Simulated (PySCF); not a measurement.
**C4H3FN2: core ionisation energies**

Compound: C₄H₃FN₂.
Geometry (GFN2-xTB, Å), atoms numbered from 1 in this order:
```xyz
10
C4H3FN2 angstrom
C     -2.038    0.385   -0.270
N     -1.243   -0.583   -0.244
C      0.078   -0.623   -0.518
C      1.031    0.077    0.134
F      0.691    1.027    1.041
C      2.409   -0.150   -0.039
N      3.529   -0.325   -0.213
H     -3.045    0.224    0.086
H     -1.790    1.376   -0.652
H      0.387   -1.402   -1.202
```

Method used: delta-SCF UKS SCAN, pcX-2 on the ionised atom, pcseg-1 elsewhere, spin-free X2C (PySCF). Vertical ΔSCF values, vacuum level as zero.

Task: What binding energy does each computed site have?

Result: 
```csv
atom(s),environment,level,binding energy (eV),above the level's lowest (eV),count
C6,nitrile carbon,C 1s,292.29,0.00,1
C3,vinylic carbon bearing nitrogen,C 1s,292.40,+0.11,1
C1,imine carbon,C 1s,292.49,+0.20,1
C4,vinylic C–F carbon,C 1s,293.77,+1.48,1
N7,nitrile nitrogen,N 1s,404.94,0.00,1
N2,imine nitrogen,N 1s,406.09,+1.15,1
F5,vinyl fluorine,F 1s,693.56,0.00,1
```

Lowest listed C 1s: C6, bonded to N (triple bond) and C. Highest, 1.48 eV above it: C4, bonded to F, C (double bond) and C. The widest gap between neighbouring values is 1.28 eV, between 292.49 and 293.77 eV.

Lowest listed N 1s: N7, bonded to C (triple bond). Highest, 1.15 eV above it: N2, bonded to C (double bond) and C. Summing the Pauling electronegativity differences to the bonded atoms, each weighted by its formal bond order, gives -1.47 for the lowest site and -1.47 for the highest; the sum is the same at every site.

Task: Express the binding energy of C 1s of C1 in atomic units and per mole.

Result: 292.49 eV = 10.7488 Eh = 28221 kJ/mol.

Task: Which effective nuclear charge Zeff reproduces each element's mean 1s value in the hydrogen-like formula E = 13.606 eV × Zeff²?

Result: C (Z = 6): mean 292.7 eV, Zeff = 4.64, Z − Zeff = 1.36; N (Z = 7): mean 405.5 eV, Zeff = 5.46, Z − Zeff = 1.54; F (Z = 9): mean 693.6 eV, Zeff = 7.14, Z − Zeff = 1.86. Means run over the listed sites, weighted by atom count.

The unrestricted hole states depart most from a pure doublet (⟨S²⟩ = 0.75; over 0.85 named) for C 1s of C1 (0.93), which makes this value less certain. The structure is a single GFN2-xTB conformer in the gas phase; no vibrational or solvent corrections.

Time: 54 s of wall time. Hardware: Arm Neoverse V1, one thread (shared host).
